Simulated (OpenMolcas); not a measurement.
**Zr3+: moving or changing the point charges**

Zr3+ among 6 point charges of -1.5 e arranged as an octahedron (Oh), 2.01 Å from the ion.
```
   2.0100    0.0000    0.0000  -1.50
   0.0000    2.0100    0.0000  -1.50
  -2.0100    0.0000    0.0000  -1.50
   0.0000   -2.0100    0.0000  -1.50
   0.0000    0.0000    2.0100  -1.50
   0.0000    0.0000   -2.0100  -1.50
```

```json
{
 "Program": "OpenMolcas",
 "Method": "SS-CASPT2, IPEA 0.25 Eh, imaginary shift 0.1 Eh (closed shells correlated: 4s 4p)",
 "Basis": "ANO-RCC-VDZP [6s5p3d1f]",
 "Scalar Hamiltonian": "DKH2, point nucleus",
 "Active space": "1 electron in 5 orbitals (4d)",
 "State averaging": "2S+1 = 2 even, 5 roots",
 "Spin-orbit coupling": "state interaction with AMFI integrals over the reference wave functions"
}
```

Runs around this geometry, states (labels of O, the rotations of Oh). Energies in cm-1 above the lowest state or level, χT in cm3 K/mol; under a threefold ground state the first gap can be a small split of the lowest multiplet, not the spin-orbit step; 10Dq is the gap between the two states.

```csv
R (Å),q (e),Ground state,First state of that spin,10Dq,First gap with spin-orbit (degeneracies),χT at 300 K
2.01,-0.75,2T2,2E 9030,9026,"740 (4, 2)",0.213
2.01,-1.5,2T2,2E 19700,19696,"590 (4, 2)",0.254
2.22,-1.5,2T2,2E 12340,12341,"700 (4, 2)",0.223
```

Taking |10Dq| as R^-n, n = -ln(12341 / 19696) / ln(2.22 / 2.01) = 4.7 between the shortest and longest distance. The point-charge formula for a cubic d site gives n = 5.

Scaling the charges by -0.75 / -1.5 = 0.50 scales |10Dq| by 9026 / 19696 = 0.46; with fixed orbitals a first-order splitting would follow the charge.

Roots that are degenerate in the reference are averaged as groups; the widest CASPT2 spread within a group is 10 cm-1 (the 2-fold group of multiplicity 2 near 19700 cm-1 above the lowest state of its run, R = 2.01, q = -1.5). Shifts and gaps below about the spread of the groups concerned are not significant. An orbital triplet at a regular site is open to Jahn-Teller coupling, which can distort the site and quench the lowest spin-orbit gaps and is left out. Free-ion shares, where given, are those of the reference states; single-state CASPT2 does not remix them. This field is weak: 10Dq is about 9026 cm-1, while octahedral complexes of 4d ions of charge 3 and more, computed by the same method with explicit ligands, had a median near 25000 cm-1. Ground spin and moment need not be those of a real site (figures for R = 2.01, q = -0.75; the like holds for R = 2.22, q = -1.5). This is an electrostatic model: the charges have no orbitals. No measured value stands beside these numbers.
